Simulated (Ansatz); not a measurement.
Ansatz (a first-principles code) input (CCSD(T)/cc-pVQZ):

Ansatz 0.2 input:
```yaml
crystal:
  periodic: [false, false, false]
  atoms:
    - {symbol: C, position_ang: [-2.93226168, -0.67616125, -0.76576107]}
    - {symbol: O, position_ang: [-1.59636573, -1.16539377, -0.73370089]}
    - {symbol: Ga, position_ang: [-0.20934950, -0.24355539, -0.13226881]}
    - {symbol: Br, position_ang: [-0.49857185, 1.88341859, 0.66388048]}
    - {symbol: Br, position_ang: [1.83379093, -1.23740816, -0.18083266]}
    - {symbol: H, position_ang: [-3.02329200, 0.34183446, -0.37667984]}
    - {symbol: H, position_ang: [-3.56573597, -1.33490795, -0.16742760]}
    - {symbol: H, position_ang: [-3.28930941, -0.68695680, -1.79805957]}
basis:
  gaussian:
    orbitals: cc-pVQZ
magnetization: {spin_polarized: false}
correlation: {method: ccsd_t, electrons: outside_noble_gas}
```

End of the output:

```
integrals: 6.44 GiB planned
2514 factors; integrals over basis functions are off by at most 1.2e-3 eV
4.16 GiB of device memory are held for the factors and their scratch space
mean field: 4.34 GiB planned
mean field evaluation 1: about -195453.4175 eV, gradient 3.8e1 eV
mean field evaluation 2: about -195453.5194 eV, gradient 3.8e1 eV
mean field evaluation 4: about -195456.5424 eV, gradient 3.6e0 eV
mean field evaluation 8: about -195456.5887 eV, gradient 2.8e-1 eV
mean field evaluation 16: about -195453.4159 eV, gradient 3.8e1 eV
mean field -195456.58905506 eV, -7182.8971625389 hartree, gradient 5.3e-6 eV, S^2 0.000000; 0 other end points of the search recorded, 0 dependent functions left out
44 core orbitals not correlated, not the lowest: weight in the atoms' cores, before any rotation towards them, 0.763 or more for the frozen orbitals, at most 0.230 for the correlated occupied ones
reference -195456.58905506 eV, -7182.8971625389 hartree; 15, 15 occupied and 345, 345 virtual orbitals, 2514 factors
second order -23.67953671 eV of doubles, -0.00000000 eV of singles
coupled cluster: 33.33 GiB planned
cycle   1  -24.00551832 eV  change   -3.3e-1 eV  update   1.0e-1
cycle   2  -24.50260665 eV  change   -5.0e-1 eV  update   3.2e-2
cycle   3  -24.63347112 eV  change   -1.3e-1 eV  update   1.8e-2
cycle   4  -24.62478116 eV  change    8.7e-3 eV  update   4.8e-3
cycle   5  -24.62091986 eV  change    3.9e-3 eV  update   2.6e-3
cycle   6  -24.62202462 eV  change   -1.1e-3 eV  update   9.0e-4
cycle   7  -24.62168243 eV  change    3.4e-4 eV  update   3.5e-4
cycle   8  -24.62162560 eV  change    5.7e-5 eV  update   1.0e-4
cycle   9  -24.62169628 eV  change   -7.1e-5 eV  update   3.4e-5
cycle  10  -24.62169733 eV  change   -1.0e-6 eV  update   1.1e-5
perturbative correction -1.06589930 eV, -0.0391710768 hartree
Total energy: -195482.27665168 eV, -7183.8411643032 hartree
```
